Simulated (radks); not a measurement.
Question: The promethium ion Pm+, 60 electrons, occupied as [Xe] 4f4 5d1 6s1 (not the ground configuration). Method: scalar-relativistic Kohn-Sham, r2SCAN, spin-polarised, spherical densities, finite nucleus; open shells are filled with parallel spins first (spin-orbit coupling, left out, can overturn this in heavy ions); meta-GGA in the generalised Kohn-Sham scheme; Fermi nuclear charge, rms radius 4.962 fm; computed with a radial shooting solver on a logarithmic mesh with Libxc functionals. Some entries of the table are withheld. Estimate them.

| orbital | occ. | eigenvalue (eV) | r(max) (bohr) | <1/r> (bohr^-1) |
|---|---|---|---|---|
| 1s up | 1 | -45100.91 | 0.01479 | 67.41 |
| 1s down | 1 | -45100.90 | 0.01479 | 67.41 |
| 2s up | 1 | -7363.738 | 0.08376 | 15.61 |
| 2s down | 1 | -7363.703 | 0.08376 | 15.61 |
| 2p up | 3 | -6573.985 | 0.06763 | 14.67 |
| 2p down | 3 | -6573.952 | 0.06763 | 14.67 |
| 3s up | 1 | -1624.697 | 0.2383 | 5.709 |
| 3s down | 1 | -1623.083 | 0.2383 | 5.713 |
| 3p up | 3 | -1375.368 | 0.2336 | 5.381 |
| 3p down | 3 | -1373.744 | 0.2335 | 5.385 |
| 3d up | 5 | -1033.561 | 0.1921 | 5.098 |
| 3d down | 5 | -1032.263 | 0.1920 | 5.102 |
| 4s up | 1 | -338.6011 | 0.5519 | 2.385 |
| 4s down | 1 | -334.2805 | 0.5517 | 2.385 |
| 4p up | 3 | -256.2082 | 0.5757 | 2.199 |
| 4p down | 3 | -251.8326 | 0.5753 | 2.199 |
| 4d up | 5 | -139.3594 | 0.6017 | 1.930 |
| 4d down | 5 | -134.8950 | 0.6012 | 1.930 |
| 5s up | 1 | -53.5351 | 1.275 | 0.9354 |
| 5s down | 1 | -50.9381 | 1.287 | 0.9189 |
| 5p up | 3 | -33.0293 | 1.435 | 0.7968 |
| 5p down | 3 | -30.8490 | 1.450 | 0.7851 |
| 4f up | 4 | -14.7865 | 0.6262 | (1) |
| 4f down | 0 | -10.5729 | 0.6278 | (2) |
| 6s up | 1 | -9.5535 | 3.364 | 0.3340 |
| 5d up | 1 | -9.0467 | 1.988 | 0.5029 |
| 5d down | 0 | -6.6304 | 1.962 | 0.5092 |

Answer: 
(1) 4f up <1/r> (bohr^-1): 1.385
(2) 4f down <1/r> (bohr^-1): 1.363
